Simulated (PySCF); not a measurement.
# A small calculation by hand: chemical shift, span and skew from a shielding tensor

B(Me)(SH)2 (CH5BS2), SMILES CB(S)S. Atoms are numbered in the order given.

```xyz
9

B     -0.0138    -0.3206     0.0000
C     -0.0004    -1.8935     0.0000
H     -0.4785    -2.3215     0.8937
H     -0.4785    -2.3215    -0.8937
H      1.0491    -2.2362     0.0000
S     -0.0033     0.5080    -1.6021
H      0.0421     1.7940    -1.1928
S     -0.0033     0.5080     1.6021
H      0.0421     1.7940     1.1928
```

Geometry optimised at PBE0-D3(BJ)/def2-SVP. One conformer was computed; it need not be the lowest.

GIAO shieldings from PySCF with B3LYP/pcSseg-1, non-relativistic, no solvent. The symmetric part of the tensor of C2 has the principal values 154.4, 175.7, 184.9 ppm. The same nucleus in TMS has σ = 181.3 ppm at this level (PySCF, at its B3LYP-D3(BJ)/def2-TZVP geometry).

Work out the isotropic shielding, the ¹³C shift against TMS, the span and the skew.


σ(iso) = (σ11 + σ22 + σ33)/3 = 171.7 ppm. δ = σ(ref) − σ(iso) = 181.3 − (171.7) = 9.6 ppm.
Span Ω = σ33 − σ11 = 30.5 ppm. Skew κ = 3(σ(iso) − σ22)/Ω = -0.40. Tumbling in solution averages the tensor to δ; in a static solid the shielding alone would spread this spin-1/2 line over Ω.
